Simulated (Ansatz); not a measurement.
Reaction (ligand exchange at the Si–S bond): `O[SiH2]S[SiH2]Cl` + `NCF` → `FCN[SiH2]Cl` + `O[SiH2]S`

Program: Ansatz. Geometries: PBE0-D4/def2-TZVP. ΔE: electronic, gas phase. CCSD(T)/CBS adds triple-zeta CCSD(T) − MP2 to the extrapolated MP2 energy (def2 sets, frozen cores). Functionals use def2-TZVPP. B3LYP here is the variant with VWN-RPA as its local correlation; programs differ in this. Each species was taken in one conformer, which may not be the lowest.

```tsv
level	ΔE (kcal/mol)	difference from CCSD(T)/CBS
PBE-D4	5.9	2.2
r2SCAN-D4	4.7	1.0
B3LYP-D4	3.8	0.1
ωB97X-V	3.5	-0.2
ωB97M-V	3.7	0.0
B2PLYP	2.5	-1.2
PBE	4.7	1.0
PBE0	4.4	0.7
B3LYP	1.8	-1.9
HF/def2-TZVPP	0.3	-3.4
CCSD/def2-TZVPP	2.1	-1.6
CCSD(T)/def2-TZVPP	2.9	-0.8
MP2/def2-QZVPP	4.3	0.6
SCS-MP2/def2-QZVPP	3.1	-0.6
HF/CBS(def2)	-0.1	-3.8
CCSD/CBS(def2)	3.0	-0.7
CCSD(T)/CBS	3.7	0
```

Largest T1 diagnostic among the species: 0.011.

The D4 term adds +2.0 kcal/mol with B3LYP and +1.1 kcal/mol with PBE0; it sums over pairs of atoms, weighted by their polarisabilities, and B3LYP, whose exchange is more repulsive, gets the larger term. In def2-TZVPP, CCSD(T) changes the Hartree–Fock value by +2.6 kcal/mol (the triples alone add +0.7 kcal/mol) and MP2 by +3.6 kcal/mol.
